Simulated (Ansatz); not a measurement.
Calculated with Ansatz (gas phase, PBE0-D4/def2-TZVP geometries, no zero-point term in ΔE). CCSD(T)/CBS adds triple-zeta CCSD(T) − MP2 to the extrapolated MP2 energy (def2 sets, frozen cores). Each species was taken in one conformer, which may not be the lowest.

Reaction (ligand exchange at a B–N bond): `BN(C)BC` + `C[SiH](F)P` → `BP[SiH](C)F` + `CBNC`

```csv
level,ΔE (kJ/mol)
CCSD(T)/def2-TZVPP,58.3
SCS-MP2/def2-QZVPP,61.4
```

(1) What does CCSD(T)/CBS give? (Best estimate.)

Largest T1 diagnostic among the species: 0.015.

## Answers

(1) Ansatz gave: +56.9 kJ/mol. The listed levels differ from it by 1.4, 4.5 kJ/mol.

In def2-TZVPP, CCSD(T) changes the Hartree–Fock value by −7.6 kJ/mol (the triples alone add −2.0 kJ/mol) and MP2 by −6.6 kJ/mol. From PBE to PBE0 (25 % exact exchange), in def2-TZVPP and without D4, ΔE moves by +5.3 kJ/mol.
